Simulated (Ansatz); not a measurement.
A nudged elastic band was laid between two geometries of C$_{3}$H$_{6}$OSSi (12 atoms, charge 0, multiplicity 1).

All numbers below come from Ansatz, RKS PBE0/def2-SVP.

* movable images: 5
* climbing image: yes
* spring: 5.0 eV/Å²
* optimiser: quadratic models (default)
* start path: through a guess of the saddle point
* force threshold: 0.03 eV/Å
* iteration limit: 60
* end points: relaxed

Initial state:

```xyz
12
Properties=species:S:1:pos:R:3
C -2.316 0.452 -0.493
C -1.158 -0.141 -0.325
C 0.028 -0.693 -0.163
O 0.270 -2.015 0.058
Si 1.563 0.401 -0.214
S 2.627 0.404 1.651
H -2.886 0.851 0.355
H -2.762 0.573 -1.488
H -0.572 -2.487 0.092
H 1.111 1.767 -0.601
H 2.549 -0.139 -1.191
H 1.622 0.971 2.354
```

Final state:

```xyz
12
Properties=species:S:1:pos:R:3
C -2.680 0.197 -0.598
C -1.428 -0.164 -0.445
C -0.152 -0.479 -0.305
O 0.295 -1.709 0.089
Si 1.102 0.898 -0.791
S 2.374 0.389 1.338
H -3.270 0.599 0.235
H -3.189 0.116 -1.567
H -0.468 -2.281 0.247
H 3.477 1.115 1.044
H 2.128 -0.095 -1.361
H 1.890 1.359 2.148
```

Question: What changes between the two ends?

Answer: Bonds broken: Si5–H10. Bonds formed: S6–H10.

Question: What energy profile does the band end with?

Answer: The run converged. The highest image is number 3 of 0 to 6, 61.6 kcal/mol above the first end and 11.3 kcal/mol above the last; the last end lies 50.3 kcal/mol above the first. Neighbouring images differ by up to 1.3 eV, so the band resolves the path poorly. A vibrational analysis at the climbing image gives one clearly imaginary mode, 698i cm⁻¹: a first-order saddle point. The orbitals stay closed-shell, which can raise the energy where a bond breaks towards radicals; this wasn't checked here.

```
image  path coordinate (Å)  energy (kcal/mol)  Si5–H10 (Å)  S6–H10 (Å)
    0                 0.00                0.0         1.49        3.04
    1                 0.63                3.2         1.48        2.83
    2                 1.26               32.4         1.48        2.21
    3                 1.89               61.6         1.68        1.59
    4                 2.94               52.1         2.82        1.35
    5                 3.99               50.4         3.07        1.35
    6                 5.04               50.3         3.01        1.35
```

Question: What is the geometry of the highest image?

Answer: 
```xyz
12
Properties=species:S:1:pos:R:3:forces:R:3
C -2.436 0.370 -0.427 0.00 0.00 0.00
C -1.238 -0.157 -0.349 0.00 0.01 0.00
C -0.011 -0.645 -0.288 0.00 0.00 0.00
O 0.312 -1.918 0.066 0.00 0.00 0.00
Si 1.379 0.536 -0.796 0.00 0.00 0.00
S 2.567 0.688 1.430 0.00 0.00 0.00
H -2.901 0.870 0.432 0.00 0.00 0.00
H -3.020 0.337 -1.355 0.00 0.00 0.00
H -0.501 -2.410 0.239 0.00 0.00 0.00
H 2.017 1.651 0.290 0.00 0.00 0.00
H 2.481 -0.358 -1.304 0.00 0.00 0.00
H 1.428 0.981 2.096 0.00 0.00 0.00
```

The band took 42 iterations and of the order of 26 core-minutes.

Run time: 13 min on 2 threads of Arm Neoverse V1, with other jobs on the host, peak memory 0.32 GiB.
